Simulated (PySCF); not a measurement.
H₆S, SMILES [H][S@OH8]([H])([H])([H])([H])[H].

Geometry optimised at PBE-D3(BJ)/def2-TZVP.

Computed with PBE-D3(BJ)/def2-TZVP in PySCF.

Frequencies are harmonic and unscaled.

Modes within 1.5 cm⁻¹ of each other (mostly degenerate sets) share a row, with their intensities summed.

```csv
mode,ν (cm⁻¹),IR (km/mol),moving atoms (share of kinetic energy)
1–3,1306,0.0,H 100 %
4–6,1326,217.0,"H 90 %, S 10 %"
7–9,1334,0.0,H 100 %
10–11,1888,0.0,H 100 %
12–14,1988,2433.2,H 94 %
15,2175,0.0,H 100 %
```
